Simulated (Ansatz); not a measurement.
Relaxation of CH6AsPS (10 atoms, charge 0, multiplicity 1), to a largest force component of 0.02 eV/Å in at most 50 steps.

The calculation used RKS B3LYP-D4/def2-SVP in Ansatz 0.2.0.

```xyz
10
Properties=species:S:1:pos:R:3:forces:R:3
C -0.791 -0.254 -1.219 -2.02 2.15 -1.08
As -0.976 -0.407 0.724 0.15 -0.74 0.30
P 1.289 -0.297 0.993 -2.78 0.57 2.32
S 1.412 1.850 1.288 1.26 1.58 -0.67
H -1.821 -0.446 -1.706 1.45 0.04 0.58
H -0.554 0.849 -1.483 -0.17 -1.47 0.18
H -0.051 -0.907 -1.629 0.64 -0.65 -0.66
H 1.561 -1.318 0.074 0.73 -0.90 0.03
H 1.264 -0.574 2.471 0.82 -0.46 -1.81
H 1.232 2.082 -0.067 -0.08 -0.11 0.82
```

Problem. Where does it end, and by what steps?

Solution. It converged. After 32 steps the energy has fallen by 2.005 eV; H10 moved furthest, 1.05 Å.

```csv
step,energy less start (eV),largest force component (eV/Å),accepted
0,0.0000,2.782,yes
2,-1.5657,1.445,yes
4,-1.8827,0.258,yes
6,-1.9006,0.290,yes
8,-1.9178,0.058,yes
10,-1.9191,0.139,yes
12,-1.9218,0.033,yes
14,-1.9231,0.045,yes
16,-1.9280,0.356,yes
18,-1.9438,0.365,yes
20,-1.9758,0.617,yes
22,-1.9759,0.457,no
24,-2.0016,0.157,yes
26,-2.0004,0.155,no
28,-2.0043,0.113,no
30,-2.0049,0.033,yes
32,-2.0051,0.015,yes
```

```xyz
10
Properties=species:S:1:pos:R:3
C -0.905 -0.323 -1.367
As -1.124 -0.534 0.621
P 1.012 -0.230 1.051
S 2.043 1.636 0.570
H -1.923 -0.288 -1.785
H -0.395 0.617 -1.622
H -0.371 -1.170 -1.824
H 2.027 -1.044 0.467
H 1.233 -0.474 2.428
H 0.969 2.389 0.906
```

Whether the end is a true minimum wasn't checked by a vibrational analysis.

Run time: 2.2 min on 2 threads of Intel(R) Xeon(R) Platinum 8259CL CPU @ 2.50GHz (Skylake/Cascade Lake), with other jobs on the host, peak memory 0.3 GiB.
